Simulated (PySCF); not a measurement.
## Two-component Hartree-Fock for Pd(43+) (palladium, charge +43)

Start: [He] 2s1; 2s1/2 filled at m_j = +1/2. Calculated with PySCF 2.14 in an uncontracted even-tempered set (17 s from 22 bohr⁻², ratio 2.4; 12 p from 29 bohr⁻², ratio 2.4; 5 d from 88 bohr⁻², ratio 2.6; 4 f from 130 bohr⁻², ratio 2.6): generalised Hartree-Fock with the X2C-1e Hamiltonian and a Gaussian nucleus; one run each with spin-orbit coupling (SO) switched off, then screened by Boettger's factors.

```
spinor shell  electrons  ε, spin-free (eV)  ε, screened SO (eV)  weight of nominal j (screened SO)  rms radius, screened SO (bohr)
       1s1/2          2           -28563.5             -28563.5                              1.000                          0.0362
       2s1/2          1            -6948.0              -6948.0                              1.000                           0.139
```

```tsv
quantity	spin-free	screened SO
E (hartree)	-2403.91205	-2403.91205
M_J	1/2	1/2
⟨J²⟩	0.750	0.750
⟨L²⟩	0.000	0.000
⟨S²⟩	0.750	0.750
```

Each row is a mean over spinors that exchange with the open shell spreads, by up to 31.238 eV (1s1/2).

Breit and QED terms are absent; they matter most for the inner s and p1/2 levels.

Densities and radii are taken from the X2C orbitals without a picture-change correction, which distorts them close to the nucleus.

Without spin-orbit coupling the j labels of p, d and f shells carry no meaning; the spin-free column gives the mean over the occupied spinors of each nl shell.
